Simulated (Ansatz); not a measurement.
Molecule: 2-methyl-3-methylselanylprop-1-ene, C5H10Se (charge 0, singlet). 
Coordinates optimised at B3LYP-D3(BJ)/def2-TZVP (Ansatz, a program for electronic structure):
SMILES: C=C(C)C[Se]C
```xyz
16

C     -2.3715     0.7607     0.1089
C     -1.2879     0.6470     0.8723
C     -0.8171     1.7571     1.7685
C     -0.4671    -0.6109     0.8982
Se     0.7002    -0.8769    -0.6892
C      1.5557     0.8851    -0.7353
H     -2.6944    -0.0460    -0.5374
H     -2.9599     1.6691     0.0941
H      0.2195     2.0271     1.5512
H     -0.8444     1.4443     2.8166
H     -1.4352     2.6479     1.6609
H     -1.0948    -1.5005     0.8849
H      0.1682    -0.6521     1.7809
H      0.8053     1.6592    -0.8757
H      2.1283     1.0600     0.1729
H      2.2285     0.8725    -1.5903
```
Charge 0, spin multiplicity 1.

Quantity: atomisation energy (electronic, to ground-state atoms), in kJ/mol. Cores are frozen in the correlated levels unless marked. Open shells are spin-unrestricted. No spin-orbit coupling. The frozen core is the preceding noble-gas configuration, with the filled d and f shells of earlier blocks. No relativistic terms. The coupled-cluster limit lacks core correlation, which all-electron functionals hold. CBS marks a two-point X^-3 extrapolation of the correlation energy; Hartree-Fock from the larger set.

```tsv
level	program	atomisation energy (kJ/mol)
HF/6-31G	Ansatz	4439.8
HF/6-31G*	Ansatz	4616.0
HF/aug-cc-pVTZ	Ansatz	4628.7
SVWN5/def2-TZVPD	Ansatz	7100.2
BLYP-D3(BJ)/def2-TZVPD	Ansatz + dftd3	6218.4
B3LYP-D4/def2-TZVPD	Ansatz + dftd4	6238.3
PBE0-D3(BJ)/def2-TZVP	Ansatz + dftd3	6281.0
BHLYP-D3(BJ)/def2-TZVPD	Ansatz + dftd3	6089.1
BHLYP-D4/def2-TZVPD	Ansatz + dftd4	6080.7
BHLYP/def2-TZVPD	Ansatz	6035.4
r2SCANh-D4/def2-TZVPD	Ansatz + dftd4	6219.5
MP2/aug-cc-pVTZ	Ansatz	6182.6
MP2/cc-pVQZ	Ansatz	6237.7
RI-MP2/cc-pVTZ	Ansatz	6148.1
RI-MP2/cc-pVQZ	Ansatz	6236.8
SCS-MP2/STO-3G	Ansatz	6455.0
SCS-MP2/cc-pVQZ	Ansatz	6223.3
CCSD/6-31G	Ansatz	5407.2
CCSD/aug-cc-pVTZ	Ansatz	6023.3
CCSD(T)/6-31G	Ansatz	5443.1
CCSD(T)/CBS(cc-pVTZ,cc-pVQZ)	Ansatz	6223.5
```
